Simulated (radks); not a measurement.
Values are calculated unless marked as measured or tabulated.
Spherical quantum dot in the effective-mass picture: electrons in a parabolic well V = omega^2 r^2 / 2 with omega = 0.191, with a point charge +1 (a donor) at the centre, all in effective atomic units (hartree* = m*/eps^2 hartree, bohr* = eps/m* bohr), one dielectric constant everywhere. Level of theory: non-relativistic Kohn-Sham, exchange-only LDA, spin-polarised, spherical densities (a radial shooting solver with Libxc functionals). Levels are named by radial order and angular momentum (1s, 1p, 1d, 2s, ...), and open shells are averaged over m. Results are scaled to m* = 0.069 and eps = 7, for which hartree* = 38.32 meV and bohr* = 5.368 nm. At N = 9 the configuration is 1s2 1p6 2s(up 1, down 0). Does electron 10 go into 1d down or 2s down or 1d up?

Answer. Into 2s down. The total energies of the other choices lie higher by 1.53 meV (1d up), 1.90 meV (1d down).
